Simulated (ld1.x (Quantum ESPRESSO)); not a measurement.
P (Z = 15), TM: configuration errors across variants

* Element: phosphorus
* Generator: ld1.x (Quantum ESPRESSO) 7.5
* Type: norm-conserving Troullier–Martins (Kleinman–Bylander form)
* Functional: PW91
* Relativity: fully relativistic
* Frozen core: [Ne]
* Valence charge: 5
* Reference configuration: 3s2 3p3
* Partial waves: 3s (bound): rc 1.20 bohr; 3p (bound): rc 1.55 bohr
* Local potential: all-electron potential smoothed inside 1.15 bohr (lloc = -1)
* Core correction: a·sin(br)/r model core inside 0.75 bohr

Open shells are filled in proportion to 2j + 1 (rel_dist='average').

All-electron excitation energies from the reference (eV): (1) 3s2 3p2 9.776; (2) 3s2 3p1 28.983; (3) 3s2 3p0 58.805; (4) 3s2 3p3.3 -1.319; (5) 3s1 3p0 110.898; (6) 3s1 3p3 18.901; (7) 3s0 3p5 17.213.

5 further variants failed, have other tests or another functional or relativity, and are left out.

A true bound ghost makes a file unfit for plane-wave use even where its test errors are small: the radial tests pick states by their node count and pass the ghost by.

Errors AE − PS in meV (a dash: test not solved or not reliable):

| change | (1) | (2) | (3) | (4) | (5) | (6) | (7) | bound ghosts |
| --- | --- | --- | --- | --- | --- | --- | --- | --- |
| base | +6.0 | +41 | +145 | +0.2 | +313 | +10.0 | -6.2 | none |
| core correction a·sin(br)/r model core inside 1.40 bohr | +5.9 | +43 | +159 | +0.2 | +321 | +8.8 | +5.2 | none |
| all radii but the core radius scaled by about 1.11 (s 1.32, p 1.72 bohr); local potential all-electron potential smoothed inside 1.28 bohr (lloc = -1) | +4.6 | +31 | +103 | +0.2 | +214 | +6.7 | -6.4 | none |
| local potential all-electron potential smoothed inside 1.10 bohr (lloc = -1) | +9.7 | +75 | +300 | +0.3 | +816 | +18 | -5.8 | s |
| local potential all-electron potential smoothed inside 0.78 bohr (lloc = -1) | +1.8 | +5.7 | -8.1 | +0.1 | +17 | +3.7 | -5.1 | s |
| wave 3s (bound): rc 1.20 bohr becomes 3s (bound): rc 1.24 bohr | +5.9 | +40 | +140 | +0.2 | +299 | +9.9 | -4.9 | none |

(1) Give the same row for: wave 3p (bound): rc 1.55 bohr becomes 3p (bound): rc 1.78 bohr.

Results:

(1) +5.9, +42, +150, +0.2, +324, +8.9, -9.8; bound ghosts: none.
